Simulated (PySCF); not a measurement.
C4H8OPSi (doublet state).
Z-matrix (Å and degrees, GFN2-xTB geometry), rows numbered from 1:
```
C 
C   1  1.3183
O   2  1.3731  1  124.61
Si  3  1.6987  2   97.12  1  -177.42
P   4  2.2558  3  108.01  2  -116.09
C   2  1.5040  1  131.50  3   179.68
C   6  1.5181  2  114.73  1   -67.32
H   1  1.0742  2  120.52  3  -179.52
H   1  1.0748  2  121.49  3    -0.54
H   5  1.3861  4   93.78  3  -171.19
H   5  1.3862  4   93.64  3   -78.27
H   6  1.0905  2  112.42  1    60.10
H   7  1.0896  6  110.40  2    68.13
H   7  1.0886  6  110.50  2  -171.84
H   7  1.0897  6  110.72  2   -51.61
```

The hyperfine couplings belong to this conformer and change with its torsions.

Identity: `C=C1[C@H](C)[Si](O1)P` [radical].

Theory: PySCF, UKS B3LYP, pcH-1 on C H O P Si, non-relativistic, mean-field spin-orbit, GIAO. Isolated species at its GFN2-xTB geometry (one conformer only). The geometry wasn't refined by DFT: couplings that depend on bond lengths, twists or pyramidal angles can differ widely from those at the functional's own minimum, by a factor of two or more for some ions and for spin on atoms past the first row. Stability of the SCF solution: not tested.

Problem. Give the principal g shifts and their parts.

Solution. 
```csv
Δg (ppm),1,2,3
relativistic mass correction,-174,-174,-174
gauge correction,48,23,94
orbital Zeeman/spin–orbit,-1672,-96,3592
total,-1798,-247,3512
```

So g = 2.00052, 2.00207, 2.00583 and g_iso = 2.00281; the tensor is rhombic: the two nearest values differ by 29 % of g3 − g1. 

Problem. Average each term over the three axes. Which is largest in size?

Solution. The orbital-Zeeman/spin–orbit term 608, the mass correction -174 and the gauge correction 55 ppm, for a total of 489 ppm. The orbital-Zeeman/spin–orbit term is the largest in size. The mass correction is the same along every axis, so the anisotropy comes from the other two: their spans along these axes are 71 (gauge) and 5265 ppm (orbital Zeeman/spin–orbit).

Problem. At 9.491 GHz, how far is the centre of the isotropic spectrum from where a free electron (g = 2.002319) resonates?

Solution. B = hν/(g μB) with μB/h = 13.99624 MHz/mT gives 338.66 mT for the free electron and 338.58 mT at g_iso, 0.08 mT lower.

Problem. In a frozen sample, at which fields do the three g values resonate at 9.5, 34, 94 and 263 GHz (hyperfine left aside), and which band first spreads them over more than twice a line width of 1.0 mT?

Solution. 
```json
{"band": "X", "GHz": "9.5", "B(g3) mT": "338.39", "B(g2) mT": "339.03", "B(g1) mT": "339.29", "spread mT": "0.90"}
{"band": "Q", "GHz": "34.0", "B(g3) mT": "1211.08", "B(g2) mT": "1213.35", "B(g1) mT": "1214.30", "spread mT": "3.21"}
{"band": "W", "GHz": "94.0", "B(g3) mT": "3348.28", "B(g2) mT": "3354.57", "B(g1) mT": "3357.17", "spread mT": "8.89"}
{"band": "J", "GHz": "263.0", "B(g3) mT": "9368.06", "B(g2) mT": "9385.65", "B(g1) mT": "9392.93", "spread mT": "24.87"}
```

The spread grows in proportion to the frequency. Q band is the first where it exceeds 2.0 mT.

The largest Mulliken spin populations are on Si4 (+0.66), P5 (+0.19) and C6 (+0.07). The angles at Si4 add up to 300.9°, so it is pyramidal.

The HOMO–LUMO gaps are 4.81 eV among the α and 3.35 eV among the β orbitals.
